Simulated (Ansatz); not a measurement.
Coupled-cluster run, C₆H₅N, SMILES `N#CC1=CCC=C1`.

```yaml
crystal:
  periodic: [false, false, false]
  atoms:
    - {symbol: N, position_ang: [0.888684, -3.255605, 1.010964]}
    - {symbol: C, position_ang: [0.594642, -2.189254, 0.689135]}
    - {symbol: C, position_ang: [0.245059, -0.878555, 0.271110]}
    - {symbol: C, position_ang: [-0.502662, 0.001488, 0.967207]}
    - {symbol: C, position_ang: [-0.628028, 1.251742, 0.172358]}
    - {symbol: C, position_ang: [0.148737, 0.962074, -1.067554]}
    - {symbol: C, position_ang: [0.652108, -0.277046, -1.001850]}
    - {symbol: H, position_ang: [-0.942077, -0.163323, 1.940297]}
    - {symbol: H, position_ang: [-1.678080, 1.491313, -0.041619]}
    - {symbol: H, position_ang: [-0.232150, 2.118852, 0.717525]}
    - {symbol: H, position_ang: [0.271998, 1.662470, -1.881422]}
    - {symbol: H, position_ang: [1.258870, -0.779356, -1.742153]}
basis:
  gaussian: {orbitals: def2-SVP}
correlation: {method: ccsd_t}
```

```sh
$ ansatz run in.yaml --threads 4 --pin off --events-out ev --progress --plain
```

Log, shortened:

```
Functional definition: HF
1273 factors; integrals over basis functions are off by at most 1.4e-3 eV
mean field evaluation 1: about -7732.3485 eV, gradient 3.7e1 eV
mean field evaluation 2: about -7732.3614 eV, gradient 3.7e1 eV
mean field evaluation 4: about -7736.3897 eV, gradient 6.7e0 eV
mean field evaluation 8: about -7736.5311 eV, gradient 1.5e-1 eV
mean field evaluation 16: about -7736.5083 eV, gradient 2.0e0 eV
mean field -7736.53125133 eV, -284.3122794771 hartree, gradient 1.3e-6 eV, S^2 0.000000; 0 other end points of the search recorded, 0 dependent functions left out; unrestricted orbitals would lower it
7 core orbitals not correlated: weight in the atoms' cores, before any rotation towards them, 1.000 or more for the frozen orbitals, at most 0.000 for the correlated occupied ones
reference -7736.53125133 eV, -284.3122794771 hartree; 17, 17 occupied and 99, 99 virtual orbitals, 1273 factors
second order -25.27899010 eV of doubles, -0.00000000 eV of singles
cycle   1  -25.38761421 eV  change   -1.1e-1 eV  update   1.3e-1
cycle   2  -26.14994727 eV  change   -7.6e-1 eV  update   4.0e-2
cycle   3  -26.33285962 eV  change   -1.8e-1 eV  update   1.9e-2
cycle   4  -26.33656691 eV  change   -3.7e-3 eV  update   5.9e-3
cycle   5  -26.34148017 eV  change   -4.9e-3 eV  update   2.5e-3
cycle   6  -26.34206112 eV  change   -5.8e-4 eV  update   6.5e-4
cycle   7  -26.34190194 eV  change    1.6e-4 eV  update   3.4e-4
cycle   8  -26.34187952 eV  change    2.2e-5 eV  update   1.2e-4
cycle   9  -26.34186160 eV  change    1.8e-5 eV  update   5.0e-5
cycle  10  -26.34183057 eV  change    3.1e-5 eV  update   1.7e-5
perturbative correction -1.14535616 eV, -0.0420910626 hartree
Total energy: -7764.01843806 eV, -285.3224149581 hartree
```

It took 13 s on 4 threads of a server CPU on a shared host, with 0.83 GiB of host memory at the peak.

MP2 recovers 92.0 % of the CCSD(T) correlation energy and the triples give 4.2 %; T1 = 0.0124.
